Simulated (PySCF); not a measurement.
## Ionisation energy of Cr²⁺ by level of theory

Cr²⁺ [Ar] 3d4 (5D) → Cr³⁺ [Ar] 3d3 (4F), as a difference of total energies. All numbers are calculated (PySCF 2.14, the non-relativistic Hamiltonian (point nucleus), in dyall-av2z). Correlated levels: valence: [Ar] frozen; virtual orbitals above 40 to 60 times the deepest correlated orbital energy dropped. The calculations carry no spin-orbit coupling.

```
           method  ionisation energy (eV)
              UHF                  29.893
    MP2 (valence)                  30.471
SCS-MP2 (valence)                  30.086
   CCSD (valence)                  30.533
CCSD(T) (valence)                  30.539
```

How much does correlation contribute at CCSD(T) (valence)?

30.539 − (29.893) = 0.646 eV, measured against UHF.

A first-order spin-orbit estimate (lowest level to lowest level, LS coupling) adds -0.024 eV.

These non-relativistic numbers lack the scalar-relativistic shift.

Errors of the correlated levels include the incompleteness of this basis and the frozen core.

For comparison: 30.959 ± 0.025 eV (measured; NIST Atomic Spectra Database, ionization energies).
